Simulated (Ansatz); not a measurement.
This geometry of Cl3FHf + H3P (9 atoms, charge 0, multiplicity 1) is a first-order saddle point.

Theory: Ansatz, RKS PBE0-D4/def2-SVP.

```xyz
9
Properties=species:S:1:pos:R:3
Hf -0.337 -0.102 -0.182
F -0.324 1.226 1.571
Cl 1.738 -0.961 0.471
Cl -0.405 1.761 -1.593
Cl -1.097 -1.788 -1.612
P -2.396 -0.405 1.527
H -3.666 -0.165 0.956
H -2.532 -1.697 2.081
H -1.269 0.819 2.013
```

(1) Which two structures does it join? (They come from a converged band through this point; their orientation in space is the band's.)

(2) How far does it lie above each of them?

Results:

(1) Bonds broken: P6–H9. Bonds formed: Hf1–P6, F2–H9. Cl3FHf + H3P becomes Cl3FH3HfP.

First end point:

```xyz
9
Properties=species:S:1:pos:R:3
Hf 0.275 -0.151 -0.111
F 0.351 0.281 1.730
Cl 2.458 -0.113 -0.917
Cl -0.958 1.443 -1.292
Cl -0.573 -2.305 -0.428
P -3.471 -0.101 1.832
H -3.197 0.659 0.654
H -2.921 -1.303 1.292
H -2.251 0.278 2.471
```

Last end point:

```xyz
9
Properties=species:S:1:pos:R:3
Hf -0.462 -0.162 -0.152
F -0.206 1.318 1.699
Cl 1.541 -1.068 0.655
Cl -0.549 1.833 -1.375
Cl -1.129 -1.742 -1.726
P -2.467 -0.410 1.553
H -3.569 -0.349 0.659
H -2.434 -1.816 1.757
H -1.013 1.084 2.162
```

(2) 33.8 kcal/mol above the first and 2.1 kcal/mol above the second. This is the barrier of this one path; another mechanism may lie lower. The orbitals stay closed-shell, which can raise the energy where a bond breaks towards radicals; this wasn't checked here.

Time of the run: 5.8 min on 4 threads of Intel(R) Xeon(R) 6975P-C (Granite Rapids) (shared host), peak memory 0.44 GiB.
